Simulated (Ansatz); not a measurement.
`[F][Ga]([F])[Cl]` + H₂ → `[F][GaH][F]` + HCl at 500 K and 1 bar (hydrogenolysis of a Ga–Cl bond).

Calculated with Ansatz (gas phase, PBE0-D4/def2-TZVP geometries, no zero-point term in ΔE). CCSD(T)/CBS adds triple-zeta CCSD(T) − MP2 to the extrapolated MP2 energy (def2 sets, frozen cores). This one scheme is used for every species. For Ga outer-core shells are correlated without core-valence functions, which leaves a few kJ/mol of doubt a bond. Scalar relativity is left out up to krypton.

| species | CCSD(T)/CBS energy (Eh) | H − E (kJ/mol) | S (J/(mol·K)) |
| --- | --- | --- | --- |
| `[F][Ga]([F])[Cl]` | -2583.43598 | 45.2 | 350.6 |
| H₂ | -1.17544 | 41.0 | 145.5 |
| `[F][GaH][F]` | -2124.20216 | 54.3 | 310.4 |
| HCl | -460.38127 | 32.5 | 201.9 |

H − E and S are ideal-gas, rigid-rotor, harmonic terms from PBE0-D4/def2-TZVP. The MP2-based limit puts H₂ 0.8 mEh under its directly extrapolated value; such offsets cancel only in part. 1 Eh = 2625.50 kJ/mol, R = 8.31446 J/(mol·K).

By hand: ΔE, ΔH, ΔS and ΔG.

ΔE = (-2124.20216) + (-460.38127) − (-2583.43598) − (-1.17544) = 0.02799 Eh = 73.5 kJ/mol. Δ(H − E) = 54.3 + 32.5 − 45.2 − 41.0 = 0.6, so ΔH = 74.1 kJ/mol. ΔS = 310.4 + 201.9 − 350.6 − 145.5 = 16.2 J/(mol·K). ΔG = 74.1 − 500 × (16.2)/1000 = 66.0 kJ/mol.

By hand: the equilibrium constant, and the temperature at which ΔG would vanish if ΔH and ΔS stayed fixed.

log₁₀ K = −ΔG/(RT ln 10) = -6.9. ΔG = 0 at ΔH/ΔS = 4574 K, far beyond where these terms or the molecules hold.

ΔH outweighs TΔS. A doubt of 5 kJ/mol in ΔE shifts log₁₀ K by 0.5 here. These are equilibria of isolated gas molecules and say nothing of rates. Largest T1 diagnostic: 0.015 (customary marks: 0.02 for closed shells, 0.045 for open ones).
